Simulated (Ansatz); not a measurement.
Consider the atomization: `[CH3][In][Cl]`• → C• + Cl• + 3 H• + In•.

Computed with Ansatz on PBE0-D4/def2-TZVP structures; ΔE is electronic, products minus reactants. CBS: MP2 limit from def2 TZ/QZ plus the TZ coupled-cluster correction, frozen cores. This one scheme is used for every species, atoms too. DFT in def2-TZVPP. No spin–orbit coupling; open shells (•) take unrestricted orbitals. Spin–orbit coupling would lower the free atoms: a little for C, Cl; strongly for In. def2 core potentials past Kr. Bonds to In are less sure, by a few kJ/mol each and by 10 to 20 or more in all where they break to atoms, as the def2 sets lack core-valence functions.

`[CH3][In][Cl]`•:

Z-matrix (Å, degrees):
```
C
In 1 2.214
H 1 1.087 2 110.5
H 1 1.090 2 106.0 3 -121.1
H 1 1.090 2 106.1 3 121.1
Cl 2 2.383 1 112.2 3 179.7
```

Q: What is ΔE at CCSD(T)/CBS? (An estimate is asked.)

A: Ansatz gave: +1804.8 kJ/mol.

Q: What do these levels give: revPBE-D4, PBE0-D4, ωB97M-V, PBE0, CCSD/def2-SVP, MP2/def2-QZVPP? (An estimate is asked.)

A: Ansatz gave: revPBE-D4 1786.1, PBE0-D4 1808.6, ωB97M-V 1805.6, PBE0 1799.3, CCSD/def2-SVP 1674.9, MP2/def2-QZVPP 1801.1 kJ/mol.

Largest T1 diagnostic among the species: 0.016.

At CCSD(T), def2-SVP lies −112.4 kJ/mol from the extrapolated value and def2-TZVPP −45.2 kJ/mol: correlation converges slowly with the basis, and small sets miss more of it in the bonded molecule than in its fragments. Leaving LDA and LC-ωPBE aside and taking each functional with its dispersion term where it has one, the values, not all of them listed here, spread over 72.0 kJ/mol, from BHLYP-D4 to PBE-D4. LDA lies +223.8 kJ/mol from PBE without D4, its usual overbinding. From PBE to PBE0 (25 % exact exchange), in def2-TZVPP and without D4, ΔE moves by −19.2 kJ/mol: exact exchange takes away binding that semilocal exchange gives to molecules.

For atomizations the MP2-based limit and the directly extrapolated one differ by several kJ/mol either way, and by 10 to 25 for some Ge, Se and Sn compounds, so smaller differences from it don't rank the levels.
